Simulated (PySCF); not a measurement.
**Deuteron quadrupole couplings in `O=C([SiH2]O[SiH3])C1CC1`**

C₄H₁₀O₂Si₂.
Structure used (GFN2-xTB), in Å, numbered top down from 1:
```xyz
18
C4H10O2Si2 angstrom
O      0.3882   -0.1613    0.9031
C     -0.1538    0.0067   -0.1756
Si     0.9607    0.2130   -1.7280
O      2.4506    0.1030   -1.1411
Si     3.2457   -0.1194    0.2823
C     -1.6226    0.0582   -0.3102
C     -2.4242    0.6773    0.8161
C     -2.4599   -0.7915    0.6230
H      0.7742    1.5414   -2.3033
H      0.7355   -0.8882   -2.6588
H      2.9464    0.9921    1.1748
H      4.6296   -0.0718   -0.1950
H      2.9063   -1.4292    0.8215
H     -1.9787    0.2019   -1.3214
H     -3.2876    1.2674    0.5491
H     -1.8560    1.0628    1.6490
H     -1.9143   -1.4052    1.3239
H     -3.3489   -1.2510    0.2189
```

Level: PBE0/pcSseg-1 (PySCF, non-relativistic); Q(2H) = 0.00286 b; rigid geometry, the same for H and D, with no vibrational averaging.

Q: What are Vzz, η and χzz (234.96 MHz × Q × Vzz) at all hydrogens?

A: 
```json
{"atom": "H9", "bonded to": "Si3", "bond length (Å)": "1.460", "Vzz (au)": "0.1620", "η": "0.02", "χzz (kHz)": "109"}
{"atom": "H10", "bonded to": "Si3", "bond length (Å)": "1.459", "Vzz (au)": "0.1622", "η": "0.02", "χzz (kHz)": "109"}
{"atom": "H11", "bonded to": "Si5", "bond length (Å)": "1.457", "Vzz (au)": "0.1658", "η": "0.06", "χzz (kHz)": "111"}
{"atom": "H12", "bonded to": "Si5", "bond length (Å)": "1.465", "Vzz (au)": "0.1593", "η": "0.01", "χzz (kHz)": "107"}
{"atom": "H13", "bonded to": "Si5", "bond length (Å)": "1.457", "Vzz (au)": "0.1657", "η": "0.06", "χzz (kHz)": "111"}
{"atom": "H14", "bonded to": "C6", "bond length (Å)": "1.082", "Vzz (au)": "0.3229", "η": "0.12", "χzz (kHz)": "217"}
{"atom": "H15", "bonded to": "C7", "bond length (Å)": "1.079", "Vzz (au)": "0.3310", "η": "0.06", "χzz (kHz)": "222"}
{"atom": "H16", "bonded to": "C7", "bond length (Å)": "1.079", "Vzz (au)": "0.3261", "η": "0.06", "χzz (kHz)": "219"}
{"atom": "H17", "bonded to": "C8", "bond length (Å)": "1.080", "Vzz (au)": "0.3258", "η": "0.06", "χzz (kHz)": "219"}
{"atom": "H18", "bonded to": "C8", "bond length (Å)": "1.079", "Vzz (au)": "0.3310", "η": "0.06", "χzz (kHz)": "222"}
```

Q: Average by the element that carries the hydrogen.

A: on Si: 110 kHz over 5 positions, mean bond length 1.459 Å; on C: 220 kHz over 5 positions, mean bond length 1.080 Å.

Geometry: GFN2-xTB, one conformer, isolated molecule. GFN2-xTB bond lengths can be off by several hundredths of an ångström, more for odd bonds, and the gradients follow them. With so small a basis the couplings can be 20 % off.

The run behind these numbers computed NMR shieldings as well. The run took 36 s wall on one thread of an Arm Neoverse V1, no GPU, shared host with 64 logical CPUs at a one-minute load of 38, and the process peaked at 0.83 GiB of memory.
